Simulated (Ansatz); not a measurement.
Geometry optimisation, RKS PBE/def2-SVP (Ansatz 0.2.0).

The input (input.yaml):

```yaml
crystal:
  periodic: [false, false, false]
  atoms:
    - { symbol: C, position_ang: [0.9179, 1.1325, -1.0142] }
    - { symbol: C, position_ang: [1.5062, 1.6673, -0.1325] }
    - { symbol: In, position_ang: [0.4939, -0.0374, 1.1701] }
    - { symbol: "N", position_ang: [0.1969, -1.83809, -0.80373] }
    - { symbol: H, position_ang: [0.3086, 0.7367, -1.8282] }
    - { symbol: H, position_ang: [-0.2856, 0.5561, 1.9973] }
    - { symbol: H, position_ang: [-0.1649, -1.6333, 0.1056] }
    - { symbol: H, position_ang: [1.17827, -1.43227, -0.8758] }
basis:
  gaussian: { orbitals: def2-SVP }
hamiltonian:
  xc: pbe
relax:
  f_tol: 0.015
  max_steps: 40
```

Run as:

```bash
$ ansatz run input.yaml --threads 1 --pin off --max-ram 2048MiB --backend cpu --events-out ev --progress --plain --runs-dir out
```

Where does it end, and by what steps?

It converged. After 18 steps the energy has fallen by 6.707 eV; H5 moved furthest, 2.30 Å. The start is strongly strained (largest force component 11 eV/Å), so its close contacts needn't be bonds. Parted: C1–In3, In3–H7. Joined: In3–N4.

| step | energy less start (eV) | largest force component (eV/Å) | accepted |
| --- | --- | --- | --- |
| 0 | 0.0000 | 10.674 | yes |
| 1 | -2.8223 | 2.882 | yes |
| 2 | -3.9000 | 3.187 | yes |
| 3 | -4.5741 | 3.910 | yes |
| 4 | -5.4132 | 2.415 | yes |
| 5 | -5.8261 | 1.169 | yes |
| 6 | -5.9937 | 0.824 | yes |
| 7 | -6.1056 | 1.091 | yes |
| 8 | -6.2221 | 0.397 | yes |
| 9 | -6.3166 | 0.350 | yes |
| 10 | -6.4092 | 0.473 | yes |
| 11 | -6.4892 | 0.984 | yes |
| 12 | -6.5487 | 1.816 | yes |
| 13 | -6.6427 | 0.661 | yes |
| 14 | -6.6906 | 0.230 | yes |
| 15 | -6.6909 | 0.209 | yes |
| 16 | -6.7057 | 0.102 | yes |
| 17 | -6.7065 | 0.031 | yes |
| 18 | -6.7067 | 0.011 | yes |

```xyz
8
Properties=species:S:1:pos:R:3
C 1.019 2.032 -1.683
C 0.731 1.247 -0.778
In 0.255 -0.079 0.794
N 0.232 -2.022 0.202
H 1.271 2.720 -2.480
H -0.197 0.367 2.392
H 0.202 -2.802 0.862
H 0.638 -2.312 -0.691
```

Run time: 92 s on 1 CPU thread of a shared host.
